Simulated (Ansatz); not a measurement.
`F[Si](S)(Cl)Cl` + H–F → `F[Si](F)(S)Cl` + HCl  (ligand exchange at the Si–Cl bond)

Gas-phase electronic energies from Ansatz, PBE0-D4/def2-TZVP geometries. CCSD(T)/CBS is the MP2 limit (def2-TZVPP, def2-QZVPP) plus CCSD(T) − MP2 in def2-TZVPP, frozen cores. This one scheme is used for every species. Functionals use def2-TZVPP. One conformer a species, not always the lowest.

`F[Si](S)(Cl)Cl`:

Z-matrix (Å, degrees):
```
Si
S 1 2.099
Cl 1 2.021 2 107.3
F 1 1.581 2 111.6 3 -118.5
Cl 1 2.027 2 112.9 3 122.3
H 2 1.346 1 92.8 3 -175.8
```

H–F:

Cartesian coordinates in Å:
```
F -0.153 -0.415 0.126
H 0.153 0.415 -0.126
```

`F[Si](F)(S)Cl`:

```xyz
6

F     1.117    1.290   -0.332
Si    0.413   -0.115   -0.192
F     1.539   -1.191    0.038
S    -0.851   -0.205    1.477
Cl   -0.518   -0.478   -1.948
H    -1.700    0.700    0.957
```

HCl:

```xyz
2

Cl    0.196   -0.175    0.583
H    -0.196    0.175   -0.583
```

```json
{"level": "BLYP-D4", "ΔE (kJ/mol)": "-49.1"}
{"level": "HF/def2-QZVPP", "ΔE (kJ/mol)": "-69.0"}
```

(1) What does CCSD(T)/CBS give? (Best estimate.)

Largest T1 diagnostic among the species: 0.011.

## Answers

(1) Ansatz gave: -47.6 kJ/mol. The listed levels differ from it by -1.5, -21.4 kJ/mol.

Leaving LDA and LC-ωPBE aside and taking each functional with its dispersion term where it has one, the values, not all of them listed here, spread over 20.3 kJ/mol, from CAM-B3LYP-D4 to revPBE-D4. The D4 term adds +7.5 kJ/mol with B3LYP and +4.0 kJ/mol with PBE0; it sums over pairs of atoms, weighted by their polarisabilities, and B3LYP, whose exchange is more repulsive, gets the larger term. In def2-TZVPP, CCSD(T) changes the Hartree–Fock value by +13.9 kJ/mol (the triples alone add +3.1 kJ/mol) and MP2 by +21.5 kJ/mol.

B3LYP here is the variant with VWN-RPA as its local correlation; programs differ in this.
